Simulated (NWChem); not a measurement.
Species: CH₆OSi₂, singlet; SMILES CO[Si][SiH3]

```xyz
10

Si     0.9726    -0.1463     0.0595
O     -0.4024    -1.0998    -0.0088
C     -0.3912    -2.5065    -0.0043
H     -0.9656    -2.8756     0.8601
H     -0.8751    -2.8805    -0.9204
H      0.6346    -2.9161     0.0490
Si    -0.2194     1.9645    -0.0027
H      0.1063     2.7515     1.2354
H     -1.7085     1.8439    -0.1090
H      0.2758     2.7819    -1.1622
```
Atoms are numbered in this order, from 1.

This is a stationary point of PBE0/def2-SVP (NWChem), point group C1. Low-valent species are run as closed-shell singlets; no triplet was tried in these runs.

Is it a minimum? If not, what does it relax to?

No. It has an imaginary frequency of 54i cm⁻¹. Following that mode (on a finer grid) lowers the energy by 0.4 kcal/mol and ends, with real frequencies alone, at point group Cs:
```xyz
10

Si     0.8526    -0.1624     0.5801
O     -0.3864    -1.0626    -0.1006
C     -0.4162    -2.4672    -0.1605
H     -1.3100    -2.8390     0.3651
H     -0.4795    -2.7894    -1.2119
H      0.4814    -2.9225     0.2979
Si    -0.2573     1.9300     0.0612
H      0.5227     3.1292     0.5103
H     -1.6012     1.9835     0.7263
H     -0.4701     2.0512    -1.4191
```
